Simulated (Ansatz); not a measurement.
Calculated with Ansatz (gas phase, PBE0-D4/def2-TZVP geometries, no zero-point term in ΔE). CCSD(T)/CBS is the MP2 limit (def2-TZVPP, def2-QZVPP) plus CCSD(T) − MP2 in def2-TZVPP, frozen cores. Functionals use def2-TZVPP. Each species was taken in one conformer, which may not be the lowest.

Consider the formal exchange of groups at a B–O bond: `BO[SiH2]F` + `C[SiH2]B[SiH3]` → `B[SiH2]B[SiH2]C` + `O[SiH2]F`.

| level | ΔE (eV) |
| --- | --- |
| ωB97M-V | 1.56 |
| PBE0 | 1.44 |
| SCS-MP2/def2-TZVPP | 1.61 |
| CCSD/def2-TZVPP | 1.55 |

Question: What does CCSD(T)/CBS give? (An estimate is asked.)

Answer: Ansatz gave: +1.50 eV. The listed levels differ from it by 0.06, -0.06, 0.11, 0.05 eV.

Largest T1 diagnostic among the species: 0.015.

In def2-TZVPP, CCSD(T) changes the Hartree–Fock value by −0.23 eV (the triples alone add −0.03 eV) and MP2 by −0.18 eV. From PBE to PBE0 (25 % exact exchange), in def2-TZVPP and without D4, ΔE moves by +0.06 eV.
